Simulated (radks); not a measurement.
The numbers below are computed, except where a source is named.
Coulomb parameter of the 3d shell of the vanadium ion V2+ in the model configuration [Ar] 3d2 4s1, as a second difference U = [E(n + 0.25) + E(n - 0.25) - 2 E(n)] / (0.25)^2 with all orbitals relaxed. "Bare": the charge of the atom changes with n. "Screened": the 4s shell takes up the change at fixed total charge, which measures U(3d,3d) + U(4s,4s) - 2 U(3d,4s). Code: a radial shooting solver on a logarithmic mesh with Libxc functionals. Model: scalar-relativistic Kohn-Sham, PBE, spin-unpolarised, spherical densities, finite nucleus; Fermi nuclear charge, rms radius 3.6002 fm.

| case | configuration | E - E(n) (eV) |
|---|---|---|
| start | [Ar] 3d2 4s1 | 0.000 |
| bare +0.25 | [Ar] 3d2.25 4s1 | -6.192 |
| bare -0.25 | [Ar] 3d1.75 4s1 | 7.167 |
| screened +0.25 | [Ar] 3d2.25 4s0.75 | -1.589 |
| screened -0.25 | [Ar] 3d1.75 4s1.25 | 1.818 |

U(bare) = 15.598 eV, U(screened by 4s) = 3.657 eV, against the Slater integral F0(3d,3d) = 20.623 eV with frozen orbitals.
